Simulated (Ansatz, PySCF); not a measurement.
C2H4ClNSi, SMILES Cl[Si@H]1C=NC1. Atoms are numbered in the order given.

```xyz
9

Cl     1.9524    -0.2251    -0.2059
Si     0.0614     0.1401     0.5545
C     -1.1971     1.1375    -0.4155
N     -2.0634     0.1890    -0.4749
C     -1.3881    -0.9997     0.0964
H      0.2427     0.5045     1.9901
H     -1.4152     2.1409    -0.8052
H     -1.9891    -1.4829     0.8831
H     -1.1958    -1.7467    -0.6895
```

Coordinates come from a PBE0-D3(BJ)/def2-SVP optimisation. The structure was generated by enumeration; whether it is a known compound was not checked.

Two levels are set side by side: PBE-D3(BJ)/def2-SVP (Ansatz, a program for electronic structure) and PBE0-D3(BJ)/def2-SVP (Ansatz). Each level has its own optimised geometry; the coordinates shown are those of the second. Frequencies come from the Hessian of PySCF at each geometry. Differences are taken from unrounded values.

```json
[
 {"quantity": "mean bond length (Å)", "PBE0-D3(BJ)": "1.490"},
 {"quantity": "bond Cl1–Si2 (Å)", "PBE0-D3(BJ)": "2.071"},
 {"quantity": "bond Si2–C3 (Å)", "PBE0-D3(BJ)": "1.876"},
 {"quantity": "bond Si2–C5 (Å)", "PBE0-D3(BJ)": "1.900"},
 {"quantity": "bond C3–N4 (Å)", "PBE0-D3(BJ)": "1.286"},
 {"quantity": "bond N4–C5 (Å)", "PBE0-D3(BJ)": "1.482"},
 {"quantity": "bond Si2–H6 (Å)", "PBE0-D3(BJ)": "1.492"},
 {"quantity": "bond C3–H7 (Å)", "PBE0-D3(BJ)": "1.098"},
 {"quantity": "bond C5–H8 (Å)", "PBE0-D3(BJ)": "1.102"},
 {"quantity": "bond C5–H9 (Å)", "PBE0-D3(BJ)": "1.101"},
 {"quantity": "highest harmonic wavenumber (cm⁻¹)", "PBE0-D3(BJ)": "3170"},
 {"quantity": "mean harmonic wavenumber (cm⁻¹)", "PBE0-D3(BJ)": "1223"},
 {"quantity": "zero-point energy (kcal/mol)", "PBE0-D3(BJ)": "36.71"}
]
```

Problem. What does PBE-D3(BJ) give, and how far is it from PBE0-D3(BJ)? (The exact figures need the calculation; the answer reports its results.)

Solution. 
```csv
quantity,PBE-D3(BJ),PBE-D3(BJ) minus PBE0-D3(BJ)
mean bond length (Å),1.502,0.013
bond Cl1–Si2 (Å),2.089,0.018
bond Si2–C3 (Å),1.891,0.015
bond Si2–C5 (Å),1.917,0.017
bond C3–N4 (Å),1.299,0.013
bond N4–C5 (Å),1.493,0.011
bond Si2–H6 (Å),1.506,0.014
bond C3–H7 (Å),1.107,0.009
bond C5–H8 (Å),1.110,0.008
bond C5–H9 (Å),1.109,0.008
highest harmonic wavenumber (cm⁻¹),3071,-99
mean harmonic wavenumber (cm⁻¹),1175,-48
zero-point energy (kcal/mol),35.28,-1.43
```

GGA bonds tend to be longer and softer than those of functionals with exact exchange. Differences between two approximate levels are no errors against the true value.
